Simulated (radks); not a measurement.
Effect of the nuclear size on the dysprosium ion Dy2+, [Xe] 4f10. Method: Dirac Kohn-Sham, BLYP, spin-unpolarised, spherical densities, finite nucleus; open shells fill j = l - 1/2 first; Fermi nuclear charge, rms radius 5.2218 fm; computed with a radial shooting solver on a logarithmic mesh with Libxc functionals. The rms radius is varied about that value; shifts are against it.

rms radius (fm)  total energy shift (eV)  density at nucleus (e/bohr^3)  1s1/2 shift (meV)  2s1/2 shift (meV)  4p1/2 shift (meV)  5s1/2 shift (meV)  5p1/2 shift (meV)  4f7/2 shift (meV)  6s1/2 (empty) shift (meV)
4.6944                             -5.01                      7.622e+05              -2060               -270              0.110              -2.21              0.044              0.211                     -0.302
4.7571                             -4.44                      7.595e+05              -1820               -239              0.097              -1.96              0.039              0.187                     -0.267
5.2218                                 0                      7.405e+05              0.000              0.000              0.000              0.000              0.000              0.000                      0.000
5.4777                              2.57                      7.309e+05               1060                139             -0.056               1.13             -0.022             -0.108                      0.155
6.2975                              11.4                      7.036e+05               4690                615             -0.246               5.03             -0.099             -0.480                      0.686

Slopes of the eigenvalues against <r^2> in GHz/fm^2, as finite differences over the two radii next to the reference (eigenvalue slopes, not the field-shift constants of lines): 1s1/2 94400, 2s1/2 12400, 4p1/2 -5.01, 5s1/2 101, 5p1/2 -2.01, 4f7/2 -9.67, 6s1/2 (empty) 13.8.
